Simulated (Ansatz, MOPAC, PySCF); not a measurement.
Isomers of CH4Si: 1 is C=[SiH2], 2 is [SiH]C; one conformer of each (the lowest of an xTB search), B3LYP-D3(BJ)/def2-TZVP minima.
Isomer 1 (charge 0, multiplicity 1):
```
atom    x (Å)    y (Å)    z (Å)
----  -------  -------  -------
C     -0.9216  -0.0324  -0.0318
Si     0.7772   0.0273   0.0269
H     -1.5409   0.7742   0.3386
H     -1.4558  -0.8795  -0.4421
H      1.6282  -1.0653  -0.4748
H      1.5129   1.1757   0.5833
```
Isomer 2 (charge 0, multiplicity 1):
```xyz
6

C     -0.523    -0.011     0.088
Si     1.252    -0.028     0.770
H     -0.683     0.896    -0.507
H     -1.288    -0.064     0.863
H     -0.663    -0.848    -0.606
H      1.907     0.055    -0.608
```

No zero-point or thermal terms.

Frozen-core correlation. CBS(a, b) extrapolates the correlation energy as X⁻³ and adds the Hartree–Fock energy of set b. Rows in STO-3G carry no dispersion term and start afresh at each structure. The state that PM3, PM6 reach isn't checked.

Run with Ansatz (an electronic-structure program); MOPAC for PM3, PM6 (differences of heats of formation); PySCF for STO-3G rows, the dispersion terms. Each number belongs to the level named beside it.

```tsv
level	electronic energy of isomer 2 less that of isomer 1 (kJ/mol)
PM3	27.4
PM6	16.3
HF/STO-3G	-115.7
HF/cc-pV(D+d)Z	-12.6
revPBE-D3(BJ)/def2-TZVPP	12.4
B3LYP/def2-TZVPP	10.3
BHLYP-D4/def2-TZVPP	3.9
CCSD/cc-pV(Q+d)Z	4.6
CCSD(T)/CBS(cc-pV(T+d)Z, cc-pV(Q+d)Z)	?
```

**Question.** What belongs in the gaps?

**Answer.** 
- CCSD(T)/CBS(cc-pV(T+d)Z, cc-pV(Q+d)Z), electronic energy of isomer 2 less that of isomer 1 (kJ/mol): 12.9
